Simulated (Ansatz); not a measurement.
Input file for Ansatz (a quantum-chemistry and plane-wave program): R-PBE/def2-TZVPP on CH4GeO (SMILES [CH3][Ge][OH]), a point of a torsion scan.

Ansatz 0.2 input:
```yaml
crystal:
  periodic: [false, false, false]
  atoms:
    - {symbol: C, position_ang: [-0.92053827, -0.04760646, 0.01034375]}
    - {symbol: Ge, position_ang: [0.68674332, 1.24014057, -0.03025006]}
    - {symbol: O, position_ang: [0.49094258, 1.85676647, -1.67446446]}
    - {symbol: H, position_ang: [-0.65667893, -0.97562812, -0.50093209]}
    - {symbol: H, position_ang: [-1.79280397, 0.37383565, -0.49053022]}
    - {symbol: H, position_ang: [-1.21033189, -0.31078354, 1.02625641]}
    - {symbol: H, position_ang: [-0.20065313, 1.59166637, -2.27844067]}
basis:
  gaussian:
    orbitals: def2-TZVPP
hamiltonian:
  xc: {name: PBE}
scf: {lower_state_search: off}
```

The log:

```
WARN ansatz: RAYON_NUM_THREADS=1 ignored (pool sized by the plan → 1); use --threads N
Functional definition: PBE
these checks for a lower state are left out or cut short: stability, starts, cluster_reference, orbital_swaps, neighbouring_geometries, increment
integrals: 0.07 GiB planned
925 factors; their error is unknown
mean field: 0.54 GiB planned
mean field evaluation 1: about -59640.4816 eV, gradient 9.3e1 eV
mean field evaluation 2: about -59549.6573 eV, gradient 2.0e2 eV
mean field evaluation 4: about -59655.7916 eV, gradient 2.1e1 eV
mean field evaluation 8: about -59656.8799 eV, gradient 1.4e-1 eV
mean field evaluation 16: about -59656.8645 eV, gradient 2.5e-4 eV
mean field -59656.86447714 eV, -2192.3493326597 hartree, gradient 2.5e-6 eV, S^2 0.000000; 0 other end points of the search recorded, 0 dependent functions left out
reference -59656.86451039 eV, -2192.3493338816 hartree; 25, 25 occupied and 141, 141 virtual orbitals, 925 factors
Total energy: -59656.86451039 eV, -2192.3493338816 hartree
Checks for a lower state left out: stability, starts, cluster_reference, orbital_swaps, neighbouring_geometries, increment
```

The calculation finished and met its thresholds.

Cost: about 1.8 core-seconds (a rough figure).
